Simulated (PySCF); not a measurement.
# `O=C(O)COC(F)(F)F`, C3H3F3O3

Molfile (atoms numbered from 1):
```
C3H3F3O3
     RDKit          3D

 12 11  0  0  0  0  0  0  0  0999 V2000
    1.2929   -0.4887    1.5688 O   0  0  0  0  0  0  0  0  0  0  0  0
    1.3250   -0.0665    0.4537 C   0  0  0  0  0  0  0  0  0  0  0  0
    2.3222   -0.2768   -0.4052 O   0  0  0  0  0  0  0  0  0  0  0  0
    0.2524    0.8111   -0.1921 C   0  0  0  0  0  0  0  0  0  0  0  0
   -0.9789    0.7596    0.5256 O   0  0  0  0  0  0  0  0  0  0  0  0
   -1.7504   -0.2815    0.2597 C   0  0  0  0  0  0  0  0  0  0  0  0
   -2.2243   -0.2659   -1.0067 F   0  0  0  0  0  0  0  0  0  0  0  0
   -1.1473   -1.4731    0.3776 F   0  0  0  0  0  0  0  0  0  0  0  0
   -2.7987   -0.2788    1.0642 F   0  0  0  0  0  0  0  0  0  0  0  0
    3.0163   -0.8223    0.0009 H   0  0  0  0  0  0  0  0  0  0  0  0
    0.1182    0.5282   -1.2408 H   0  0  0  0  0  0  0  0  0  0  0  0
    0.5739    1.8541   -0.1375 H   0  0  0  0  0  0  0  0  0  0  0  0
  1  2  2  0
  2  3  1  0
  2  4  1  0
  4  5  1  0
  5  6  1  0
  6  7  1  0
  6  8  1  0
  6  9  1  0
  3 10  1  0
  4 11  1  0
  4 12  1  0
M  END
```

Method: GIAO B97-2/pcSseg-1 magnetisability, rotational g tensor and spin-rotation constants, non-relativistic, gas phase (PySCF). Geometry: GFN2-xTB.

(1) What are the magnetisability and the molar susceptibility?

(2) Split it along the inertial axes a, b, c into diamagnetic and paramagnetic parts about the centre of mass, with the quadrupole moment.

(3) And the rotational g tensor?

Results:

(1) Isotropic -1038 × 10⁻³⁰ J/T², or -62.5 × 10⁻⁶ cm³/mol; principal values -1108, -1036, -971 × 10⁻³⁰ J/T², anisotropy 119 × 10⁻³⁰ J/T² (root of half the summed squared differences of the principal values). The susceptibility is in cgs units.

(2) 
| axis | χ (10⁻⁶ cm³/mol) | diamagnetic (10⁻⁶ cm³/mol) | paramagnetic (10⁻⁶ cm³/mol) | summed x² of all electrons (Å²) | quadrupole Θ (D Å) |
| --- | --- | --- | --- | --- | --- |
| a | -64.0 | -410.4 | 346.3 | 225.4 | +6.65 |
| b | -58.7 | -1128.4 | 1069.7 | 56.2 | -6.65 |
| c | -64.8 | -1194.8 | 1130.0 | 40.5 | +0.01 |

Anisotropies 2χaa − χbb − χcc = -4.5 and 2χbb − χaa − χcc = +11.4 × 10⁻⁶ cm³/mol. Θ is traceless in Buckingham's convention.

(3) 
| axis | rotational constant (GHz) | g | nuclear part | electronic part |
| --- | --- | --- | --- | --- |
| a | 3.4157 | -0.0384 | 0.5174 | -0.5558 |
| b | 1.0377 | -0.0104 | 0.5110 | -0.5215 |
| c | 0.9788 | -0.0088 | 0.5108 | -0.5196 |

Asymmetric top; isotopes 12C, 19F, 1H, 16O; no vibrational averaging.
